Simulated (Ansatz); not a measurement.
One change: `[CH3][In]([F])[GeH3]` becomes `[CH3][In]([F])[C]#N`.

Ansatz, PBE0-D4/def2-TZVP geometries, multiplicity 1. 

Elements past krypton have def2 core potentials. Scalar relativity is left out up to krypton.

```tsv
property	`[CH3][In]([F])[GeH3]`
HOMO–LUMO gap (PBE/def2-TZVPP) / eV	4.08
HOMO–LUMO gap (ωB97M-V/def2-TZVPP) / eV	9.39
LUMO energy (ωB97M-V/def2-TZVPP) / eV	-0.11
HOMO–LUMO gap (PBE0/def2-TZVPP) / eV	5.87
HOMO energy (PBE/def2-TZVPP) / eV	-6.39
size of the dipole moment (PBE/def2-TZVPP) / D	3.10
```

**Question.** Give the same properties after the change, and the shifts. (Best estimate.)

**Answer.** The calculation gave: 
```json
{"property": "HOMO–LUMO gap (PBE/def2-TZVPP) / eV", "`[CH3][In]([F])[C]#N`": "4.88", "shift": "0.80"}
{"property": "HOMO–LUMO gap (ωB97M-V/def2-TZVPP) / eV", "`[CH3][In]([F])[C]#N`": "10.95", "shift": "1.56"}
{"property": "LUMO energy (ωB97M-V/def2-TZVPP) / eV", "`[CH3][In]([F])[C]#N`": "-0.54", "shift": "-0.43"}
{"property": "HOMO–LUMO gap (PBE0/def2-TZVPP) / eV", "`[CH3][In]([F])[C]#N`": "7.09", "shift": "1.22"}
{"property": "HOMO energy (PBE/def2-TZVPP) / eV", "`[CH3][In]([F])[C]#N`": "-7.79", "shift": "-1.40"}
{"property": "size of the dipole moment (PBE/def2-TZVPP) / D", "`[CH3][In]([F])[C]#N`": "5.04", "shift": "1.94"}
```

With PBE0 the HOMO falls by 1.76 eV and the LUMO falls by 0.54 eV, so the gap widens by about 1.22 eV. PBE moves the HOMO by -1.40 eV and ωB97M-V by -1.99 eV. Dipoles are sizes alone; their direction can turn.
